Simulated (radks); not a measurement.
The numbers below are computed, except where a source is named.
Eu II, 62 electrons, occupied as [Xe] 4f7 6s1.

Level of theory: scalar-relativistic Kohn-Sham, PBE, spin-polarised, spherical densities, point nucleus; open shells are filled with parallel spins first (spin-orbit coupling, left out, can overturn this in heavy ions) (a radial shooting solver on a logarithmic mesh with Libxc functionals).

Energy parts (hartree):
| part | energy |
|---|---|
| total | -10844.1644 |
| kinetic | 11618.6834 |
| electron-nucleus | -26421.1097 |
| Hartree | 4200.5143 |
| exchange-correlation | -242.2525 |

Orbitals (lengths in bohr, moments of r in powers of bohr):
\begin{tabular}{lrrr}
orbital & occ. & eigenvalue (hartree) & <r> \\ \hline
1s up & 1 & -1777.802 & 0.02232 \\
1s down & 1 & -1777.802 & 0.02232 \\
2s up & 1 & -292.0856 & 0.09511 \\
2s down & 1 & -292.0841 & 0.09511 \\
2p up & 3 & -260.2398 & 0.08389 \\
2p down & 3 & -260.2387 & 0.08389 \\
3s up & 1 & -64.44981 & 0.2496 \\
3s down & 1 & -64.36579 & 0.2494 \\
3p up & 3 & -54.54065 & 0.2481 \\
3p down & 3 & -54.45704 & 0.2479 \\
3d up & 5 & -41.29161 & 0.2261 \\
3d down & 5 & -41.22744 & 0.2258 \\
4s up & 1 & -13.03057 & 0.5663 \\
4s down & 1 & -12.82538 & 0.5661 \\
4p up & 3 & -9.77289 & 0.5997 \\
4p down & 3 & -9.56802 & 0.5996 \\
4d up & 5 & -5.23653 & 0.6545 \\
4d down & 5 & -5.03216 & 0.6551 \\
4f up & 7 & -0.37877 & 0.9480 \\
4f down & 0 & -0.20168 & 1.048 \\
5s up & 1 & -1.90812 & 1.374 \\
5s down & 1 & -1.78941 & 1.397 \\
5p up & 3 & -1.13111 & 1.616 \\
5p down & 3 & -1.04008 & 1.651 \\
6s up & 1 & -0.32769 & 3.807 \\
\end{tabular}

The highest occupied level is 6s up at -8.917 eV. The density falls to 0.001 e/bohr^3 at r = 4.48 bohr. For comparison, the ionisation energy in NIST's Atomic Spectra Database is 11.24 eV (semi-empirical). In exact Kohn-Sham theory the highest level is minus the ionisation energy, but local and semilocal functionals leave it too shallow, through self-interaction and a potential that decays too fast; potentials with the right tail come closer.
